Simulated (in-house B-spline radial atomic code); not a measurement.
Configurations of Cu VII (Cu6+), with energies counted from [Ar] 3d5. Method: scalar-relativistic (X2C) LC-wPBE, spin-polarised, spherical fractional occupations, exact exchange averaged over the configuration, Fermi nucleus of rms radius 3.8823 fm. Calculated with a B-spline radial code for spherical atoms. Shells without spins written out take the highest spin.

Occupations are held fixed; configurations that lie above the ionisation limit could autoionise.

| configuration | E - E(ref) (eV) | highest orbital | its <r> (bohr) |
| --- | --- | --- | --- |
| [Ne] 3s2 3p5 3d6 | 70.76 | 3d down | 0.7389 |
| [Ar] 3d4 4f1 | 95.131 | 4f up | 2.355 |
| [Ne] 3s2 3p5 3d5 4s1 | 110.68 | 4s up | 1.622 |
| [Ne] 3s2 3p5 3d5 4d1 | 142.1 | 4d up | 2.026 |

Task: Order these further configurations by energy, lowest first.
A. [Ar] 3d4 4s1
B. [Ar] 3d4 4p1
C. [Ne] 3s2 3p5 3d5 4f1
D. [Ne] 3s2 3p5 3d5 4p1

Result: A (48.408 eV), B (60.908 eV), D (123.22 eV), C (157.59 eV).
